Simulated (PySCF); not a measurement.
# Radial density of Ho²⁺ (holmium, charge +2)

TPSSh, [Xe] 4f10 6s1, 6s spin antiparallel (an excited configuration). All numbers are calculated (PySCF 2.14, scalar relativity by spin-free X2C-1e, in x2c-TZVPPall (11s7p7d4f2g, 113 functions)).

```csv
r (bohr),4πr²ρ (e/bohr),4πr²(ρα − ρβ)
0.0249,79.41,0.0036
0.0419,97.48,0.0009
0.0706,118.2,-0.0042
0.119,90.29,0.0824
0.200,103.3,0.8751
0.336,47.65,3.6243
0.565,52.79,5.3244
0.950,17.70,2.5871
1.60,6.838,0.4568
2.69,0.8725,-0.3774
4.52,0.1805,-0.1792
7.60,0.0004905,-0.0005
```

Densities and radii are taken from the X2C orbitals without a picture-change correction, which distorts them close to the nucleus.

⟨L²⟩ = 34.01 against 42 for a pure I term, so this real determinant mixes terms. Spin-orbit coupling, absent here, splits the open shell strongly. With the s spin flipped the determinant is a mixture of two multiplicities, not a spectroscopic state.
